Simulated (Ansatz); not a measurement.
System: tris(ethenyl)silane, C6H10Si (charge 0, singlet). 
Geometry from a B3LYP-D3(BJ)/def2-TZVP (Ansatz, an electronic-structure program) optimisation:
```xyz
17

C     -1.5256     2.3949     0.1250
C     -0.6429     1.4756     0.5112
Si    -0.0870     0.0553    -0.5621
C     -0.5996    -1.5762     0.1842
C     -1.3534    -1.6954     1.2753
C      1.7681     0.0866    -0.7743
C      2.6007    -0.8016    -0.2341
H     -1.8255     3.2188     0.7648
H     -1.9889     2.3628    -0.8557
H     -0.2116     1.5690     1.5061
H     -0.7233     0.2302    -1.8945
H     -0.2689    -2.4905    -0.3054
H     -1.7233    -0.8275     1.8109
H     -1.6410    -2.6608     1.6793
H      2.1994     0.8938    -1.3636
H      3.6765    -0.7435    -0.3653
H      2.2407    -1.6289     0.3685
```
Charge 0, spin multiplicity 1.

Parts of the frozen-core correlation energy in 6-31G (Ansatz, hartree). Frozen orbitals: 11; correlated occupied orbitals by spin: 19 and 19; virtual: 57 and 57. No spin-orbit coupling. No relativistic terms. The restricted reference is unstable.

```csv
term,value
reference (HF),-521.75809
MP2 opposite-spin,…
MP2 same-spin,-0.12833
CCSD correlation,…
(T),…
T1 diagnostic,0.011
largest doubles amplitude,0.081
```

### Question
Some entries are withheld; supply them.

### Answer

- MP2 opposite-spin, value: -0.45195
- CCSD correlation, value: -0.65528
- (T), value: -0.02020
